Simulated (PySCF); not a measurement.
SnF₄, SMILES [F][Sn]([F])([F])[F].

Geometry optimised at PBE0-D3(BJ)/def2-SVP. The isomer is the one that the SMILES or the coordinates give; other isomers of the formula were not compared. The def2 effective core potentials stand for the cores of Sn; spin–orbit coupling is left out.

All values below come from C-PCM-M06-2X/def2-SVP (PySCF).

The values are the electrostatic part of the solvation free energy, E(continuum) − E(gas) at the gas-phase geometry, in a cavity of scaled van der Waals radii (PySCF's table); cavitation and dispersion terms are not included. A continuum can't describe solvent molecules that bind to the metal. In vacuum the orbital gap is 11.66 eV. The dipole moment in vacuum is 0.00 D.

```
solvent              ε  ΔG(elec) (kcal/mol)  dipole (D)  gap (eV)
---------------  -----  -------------------  ----------  --------
water            78.36                 -5.7        0.00     11.74
tetrahydrofuran   7.43                 -5.0        0.00     11.73
acetonitrile     35.69                 -5.6        0.00     11.74
```
